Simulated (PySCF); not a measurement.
Si(H)(Cl)2(vinyl) (C2H4Cl2Si), SMILES Cl[SiH](C=C)Cl.

Geometry: B3LYP-D3(BJ)/def2-SVP. The values are those of a single conformer.

Two levels are set side by side: PBE/def2-TZVP (PySCF) and ωB97X/def2-TZVP (PySCF). Same geometry, gas phase. Differences are taken from unrounded values.

```json
[
 {"quantity": "orbital gap (eV)", "PBE": "5.19"},
 {"quantity": "highest occupied level (eV)", "PBE": "-7.33"},
 {"quantity": "lowest empty level (eV)", "PBE": "-2.14"},
 {"quantity": "dipole moment (D)", "PBE": "2.20"},
 {"quantity": "mean polarisability (bohr³)", "PBE": "73.9"}
]
```

Problem. These are the PBE values. What does ωB97X give? (An estimate is asked for; the answer gives what the named calculation found.)

Solution. 
| quantity | ωB97X | PBE minus ωB97X |
|---|---|---|
| orbital gap (eV) | 11.93 | -6.74 |
| highest occupied level (eV) | -10.89 | 3.55 |
| lowest empty level (eV) | 1.04 | -3.18 |
| dipole moment (D) | 2.39 | -0.19 |
| mean polarisability (bohr³) | 70.5 | 3.4 |

Without exact exchange PBE keeps part of each electron's self-repulsion, which lifts occupied levels and narrows the gap. Loosely held outer electrons make PBE densities more polarisable. Differences between two approximate levels are no errors against the true value.

Rough cost on one machine, each run with all the roots and properties that it gave: ωB97X against PBE within a factor of 2.
